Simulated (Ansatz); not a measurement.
Correlation energies of F2H2NY, SMILES `[NH2][Y]([F])[F]` by basis set

```xyz
6

N    -1.0742   -0.4184   -0.2398
Y     0.8720    0.3382    0.1941
F     1.8816    1.2448   -1.2838
F     1.5802    0.1032    2.0566
H    -1.6986   -0.8951    0.4005
H    -1.5610   -0.3728   -1.1275
```

Charge 0, multiplicity 1. Correlated methods include outer-core shells of Y, which these sets cover unevenly. Y: def2 effective core potential. The structure was optimised at the PBE0-D4/def2-TZVP level. It is one conformer, not always the lowest. Frozen core, restricted reference, Ansatz 0.2.0.

```csv
basis,HF (Eh),MP2 corr.
def2-SVP,-292.38452,-0.73098
def2-TZVPP,-292.71220,-0.98340
def2-QZVPP,-292.72952,-1.09958
```

**Question.** Estimate the CCSD correlation energy and the (T) correction in each basis where they were run (hartree).

**Answer.** 
| basis | CCSD corr. | (T) |
| --- | --- | --- |
| def2-SVP | -0.74450 | -0.01616 |
| def2-TZVPP | -0.98829 | -0.03221 |
